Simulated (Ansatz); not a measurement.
Reaction (substitution at a C–Ge bond): `C[C](C)(C)[Ge]([F])([F])[F]` + `[OH][Ga]([Cl])[Cl]` → `CC(C)(C)[O][Ga]([Cl])[Cl]` + `[F][GeH]([F])[F]`

Isolated molecules relaxed with PBE0-D4/def2-TZVP in Ansatz; ΔE leaves out vibrations. CCSD(T)/CBS adds triple-zeta CCSD(T) − MP2 to the extrapolated MP2 energy (def2 sets, frozen cores). Functionals use def2-TZVPP. B3LYP here is the variant with VWN-RPA as its local correlation; programs differ in this. For Ga, Ge outer-core shells are correlated without core-valence functions, which leaves a few kJ/mol of doubt a bond. Scalar relativity is left out up to krypton. One conformer a species, not always the lowest.

Task: Is it downhill or uphill in electronic energy at CCSD(T)/CBS, and by how much? (Best estimate.)

Result: Ansatz gave: Uphill: ΔE = +69.9 kJ/mol.

Task: What do these levels give: revPBE-D4, BLYP-D4, B2PLYP, B3LYP, CCSD/def2-SVP, CCSD/def2-TZVPP? (An estimate is asked.)

Result: Ansatz gave: revPBE-D4 65.4, BLYP-D4 60.7, B2PLYP 64.1, B3LYP 63.6, CCSD/def2-SVP 44.2, CCSD/def2-TZVPP 64.5 kJ/mol.

Largest T1 diagnostic among the species: 0.012.

In def2-TZVPP, CCSD(T) changes the Hartree–Fock value by +11.5 kJ/mol (the triples alone add −0.3 kJ/mol) and MP2 by +17.5 kJ/mol. From BLYP to BHLYP (50 % exact exchange), in def2-TZVPP and without D4, ΔE moves by −4.7 kJ/mol.
